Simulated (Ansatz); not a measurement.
```xyz
3

C     0.0000    0.4471   -0.3001
H     0.0000    1.3738    0.1812
O     0.0000   -0.5071    0.2024
```

Basis set: cc-pVDZ (spherical functions). Left uncorrelated: 2 orbitals. Charge 0, multiplicity 2.

Computed with Ansatz (development build ahead of 0.2.0); each method stands on the lowest determinant of its kind that the runs found.

The atomization energy at this shape (free ground-state atoms in the same class of orbitals less the molecule, no zero-point energy) of doublet CHO:

```
 method  atomization energy
UHF-MP2     243.73 kcal/mol
```

Problem. What does UHF give?

Solution. 164.13 kcal/mol. Caution: the shape is not the minimum.
